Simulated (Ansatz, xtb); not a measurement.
## Relaxing a trial structure of CCl2SiSn+

The starting geometry of this gas-phase doublet was built from a drawn formula by distance geometry and a force field; its bonds are those of `[Cl][Sn]1([Cl])[C]=[Si+]1`.

```xyz
5

C     1.2511   -1.1239   -0.4687
Cl   -2.3416   -1.3630   -1.5633
Cl   -0.9224    1.7092    0.5863
Si    0.6985   -1.8671    0.9308
Sn   -0.9288   -0.6354    0.1448
```

Q: Predict what it relaxes into with r2SCAN-D4/def2-SVP.

A: A bond breaks, giving a structure given below by its coordinates. Distances that change by over a tenth: C1–Sn5 (2.32 → 2.03 Å). Contacts that open: Si4–Sn5 (2.19 → 3.77 Å).

The energy falls by 2.57 eV over 13 steps:

```json
{"step": "1", "E − E(last) (eV)": "2.571"}
{"step": "2", "E − E(last) (eV)": "1.315"}
{"step": "4", "E − E(last) (eV)": "0.690"}
{"step": "5", "E − E(last) (eV)": "0.435"}
{"step": "6", "E − E(last) (eV)": "0.302"}
{"step": "8", "E − E(last) (eV)": "0.078"}
{"step": "9", "E − E(last) (eV)": "0.054"}
{"step": "10", "E − E(last) (eV)": "0.020"}
{"step": "12", "E − E(last) (eV)": "0.000"}
{"step": "13", "E − E(last) (eV)": "0.000"}
```

Final geometry (Å):

```xyz
5

C     0.5918   -1.4392    0.3512
Cl   -2.6283   -1.0499   -1.6293
Cl   -1.1752    1.9241    0.2973
Si    1.9190   -2.4350    0.8869
Sn   -0.9505   -0.2801   -0.2763
```

From the same start GFN2-xTB reaches the same bonding as this run.

The end wasn't checked by frequencies. Open shells are spin-unrestricted. Atoms past krypton carry core potentials, without spin–orbit terms. Run with Ansatz 0.2.0, 95 s on 2 threads of Intel(R) Xeon(R) Platinum 8375C CPU @ 2.90GHz (Ice Lake) (shared host).
